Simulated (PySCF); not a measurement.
Cl3Si, SMILES Cl[Si](Cl)Cl, multiplicity 2.

Coordinates come from a ωB97X-D3(BJ)/def2-SVP optimisation. The isomer is the one that the SMILES or the coordinates give; other isomers of the formula were not compared.

These are PySCF with ωB97X-D3(BJ)/def2-SVP values and carry that method's errors.

Frequencies are harmonic and unscaled.

Modes within 1.5 cm⁻¹ of each other (mostly degenerate sets) share a row, with their intensities summed.

```
mode  ν (cm⁻¹)  IR (km/mol)  moving atoms (share of kinetic energy)
----  --------  -----------  --------------------------------------
1–2        165          4.5                        Cl 90 %, Si 10 %
3          240          9.7                        Cl 62 %, Si 38 %
4          494         30.4                        Cl 59 %, Si 41 %
5–6        613        360.4                        Si 65 %, Cl 35 %
```
